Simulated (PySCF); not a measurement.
UHF on Zn (zinc, neutral)

Configuration: [Ar] 3d10 4s1 4d1, high-spin 3D determinant (an excited configuration). Calculation: PySCF 2.14, in aug-cc-pwCVDZ-PP with ECP10MDF (6s6p5d3f, 70 functions); scalar relativity through the core potential.

```
Total energy                                                  : -225.571602 hartree
One-electron energy                                           : -406.4054 hartree
Hartree (Coulomb) energy                                      : 200.7012 hartree
Exchange energy                                               : -19.8674 hartree
⟨S²⟩                                                          : 2.0008
⟨L²⟩                                                          : 6.002
Sum of ⟨r⟩                                                    : 20.96 bohr
Sum of ⟨r²⟩                                                   : 38.76 bohr²
Traceless quadrupole moment −½Σ⟨3z² − r²⟩ along its main axis : 4.47 e·bohr²
```

```
shell  electrons  mean orbital energy (eV)  spread (eV)  rms radius, mean of both spins (bohr)
 3s α          1                   -161.89            0                                  0.734
 3s β          1                   -161.62            0                                  0.734
 3p α          3                   -109.39        0.008                                  0.777
 3p β          3                   -109.30        0.130                                  0.777
 3d α          5                   -23.078        0.486                                  0.998
 3d β          5                   -22.921        0.160                                  0.998
 4s α          1                   -10.284            0                                   2.89
 4d α          1                     2.491            0                                   3.97
```

Energies and moments cover only the electrons outside the core potential. The outer electron is Rydberg-like, and this basis confines it to a smaller radius and binds it less than a complete one would. At UHF the highest occupied level has a positive energy, so only the finite basis holds that electron; for this excited configuration the basis is too tight for the outer shell.
